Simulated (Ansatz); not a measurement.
Consider the ligand exchange at the Si–O bond: `N[Si](O)(Cl)Cl` + HCl → `N[Si](Cl)(Cl)Cl` + H₂O.

Gas-phase electronic energies from Ansatz, PBE0-D4/def2-TZVP geometries. CCSD(T)/CBS is the MP2 limit (def2-TZVPP, def2-QZVPP) plus CCSD(T) − MP2 in def2-TZVPP, frozen cores. This one scheme is used for every species. DFT in def2-TZVPP. Each species was taken in one conformer, which may not be the lowest.

`N[Si](O)(Cl)Cl`:

Z-matrix (Å, degrees):
```
Si
O 1 1.625
Cl 1 2.039 2 103.8
N 1 1.692 2 111.4 3 124.8
Cl 1 2.043 2 112.5 3 -116.6
H 2 0.960 1 116.0 3 -177.1
H 4 1.008 1 119.8 2 -59.5
H 4 1.007 1 119.6 2 155.6
```

HCl:

Z-matrix (Å, degrees):
```
Cl
H 1 1.279
```

`N[Si](Cl)(Cl)Cl`:

Cartesian coordinates in Å:
```
N -0.582 0.959 0.035
Si 0.351 -0.439 -0.044
Cl -0.589 -2.153 0.550
Cl 0.920 -0.717 -1.974
Cl 1.961 -0.199 1.171
H -0.771 1.404 0.918
H -1.290 1.146 -0.656
```

H₂O:

Z-matrix (Å, degrees):
```
O
H 1 0.960
H 1 0.960 2 105.1
```

```json
{"level": "ωB97X-V", "ΔE (kcal/mol)": "3.8"}
{"level": "PBE", "ΔE (kcal/mol)": "2.5"}
{"level": "r2SCAN", "ΔE (kcal/mol)": "3.8"}
{"level": "HF/def2-QZVPP", "ΔE (kcal/mol)": "6.4"}
```

(1) What does CCSD(T)/CBS give? (An estimate is asked.)

Largest T1 diagnostic among the species: 0.010.

Answers

(1) The calculation gave: +3.1 kcal/mol. The listed levels differ from it by 0.7, -0.6, 0.7, 3.3 kcal/mol.

The D4 term adds −1.0 kcal/mol with B3LYP and −0.5 kcal/mol with PBE0; it sums over pairs of atoms, weighted by their polarisabilities, and B3LYP, whose exchange is more repulsive, gets the larger term. In def2-TZVPP, CCSD(T) changes the Hartree–Fock value by −1.7 kcal/mol (the triples alone add −0.4 kcal/mol) and MP2 by −3.1 kcal/mol.

B3LYP here is the variant with VWN-RPA as its local correlation; programs differ in this.
